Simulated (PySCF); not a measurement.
C₂H₄ClFOSi, SMILES C(=O)[Si@@](C)(Cl)F.

The structure is a stationary point at ωB97X-D3(BJ)/def2-SVP. The structure was generated by enumeration; whether it is a known compound was not checked. Other conformers were not sampled.

Computed with TDDFT-B3LYP/def2-SVPD (PySCF).

Vertical excitations. 

Computed excitation energies, oscillator strengths and character:
```tsv
state	energy (eV)	λ (nm)	f	main pairs
S1	3.17	391	0.001	HOMO→LUMO 99 %
S2	6.00	207	0.001	HOMO−1→LUMO 97 %
S3	6.34	195	0.022	HOMO−2→LUMO 93 %
S4	6.52	190	0.034	HOMO→LUMO+1 97 %
S5	6.73	184	0.008	HOMO→LUMO+2 93 %
S6	6.93	179	0.019	HOMO−3→LUMO 94 %
S7	7.34	169	0.011	HOMO→LUMO+4 92 %
S8	7.39	168	0.051	HOMO→LUMO+3 93 %
S9	7.70	161	0.006	HOMO−4→LUMO 88 %
S10	8.08	153	0.005	HOMO→LUMO+5 78 %, HOMO→LUMO+6 16 %
T1	2.48	500	0	HOMO→LUMO 98 %
T2	5.60	221	0	HOMO−5→LUMO 54 %, HOMO−2→LUMO 20 %, HOMO−6→LUMO 17 %
T3	5.86	212	0	HOMO−1→LUMO 87 %
T4	6.19	200	0	HOMO−2→LUMO 74 %
```
Triplets are in the Tamm–Dancoff approximation, which puts them higher than full response would, so one can lie above its singlet here.
